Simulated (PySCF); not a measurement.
C2H5ClGeS.
SMILES with atom numbers: `[CH2:1]=[CH:2][S:3][GeH2:4][Cl:5]` (hydrogens: H6, H7 on C1; H8 on C2; H9, H10 on Ge4)

Method: PySCF, PBE0-D3(BJ)/def2-SVP geometry optimisation, gas phase; density fitting, grid level 1; the optimiser is geomeTRIC in internal coordinates, started from a GFN2-xTB structure with every atom displaced at random (about 0.01 Å).

At the end of the run (lengths in Å): Ge4–Cl5 2.172, C1–H7 1.093, C1–H6 1.094, C1=C2 1.335, Ge4–H10 1.532, S3–Ge4 2.211, Ge4–H9 1.532, C2–S3–Ge4 102.0°, C1–C2–S3 128.3°, S3–Ge4–Cl5 112.4°, C1–C2–S3–Ge4 -29°, C2–S3–Ge4–Cl5 74°, H8–C2–S3–Ge4 151°, H9–Ge4–S3–C2 -44°.

Task: These geometries were met on the way; a selection of coordinates is given. Order them by energy above the end point, lowest first.
A. Ge4–Cl5 2.114, C1–H7 1.068, C1–H6 1.118, C1=C2 1.311, Ge4–H10 1.550, S3–Ge4 2.196, Ge4–H9 1.519, C2–S3–Ge4 104.5°, C1–C2–S3 129.1°, S3–Ge4–Cl5 112.0°, C1–C2–S3–Ge4 6°, C2–S3–Ge4–Cl5 66°, H8–C2–S3–Ge4 -175°, H9–Ge4–S3–C2 -60°
B. Ge4–Cl5 2.162, C1–H7 1.092, C1–H6 1.093, C1=C2 1.335, Ge4–H10 1.532, S3–Ge4 2.211, Ge4–H9 1.533, C2–S3–Ge4 103.6°, C1–C2–S3 129.8°, S3–Ge4–Cl5 111.7°, C1–C2–S3–Ge4 -17°, C2–S3–Ge4–Cl5 69°, H8–C2–S3–Ge4 164°, H9–Ge4–S3–C2 -50°
C. Ge4–Cl5 2.181, C1–H7 1.096, C1–H6 1.089, C1=C2 1.334, Ge4–H10 1.530, S3–Ge4 2.215, Ge4–H9 1.537, C2–S3–Ge4 104.5°, C1–C2–S3 130.1°, S3–Ge4–Cl5 111.0°, C1–C2–S3–Ge4 -4°, C2–S3–Ge4–Cl5 69°, H8–C2–S3–Ge4 176°, H9–Ge4–S3–C2 -51°

Result: B (0.009 eV), C (0.031 eV), A (0.146 eV).

| step | E above end (eV) | rms distance from the end, all atoms (Å) | largest force (eV/Å) | rms shift of all bonds from the end (Å) |
| --- | --- | --- | --- | --- |
| 4 | 0.009 | 0.120 | 0.110 | 0.003 |
| 1 | 0.031 | 0.249 | 0.276 | 0.005 |
| 0 | 0.146 | 0.347 | 2.326 | 0.026 |

Rows stand in the order of the answer.
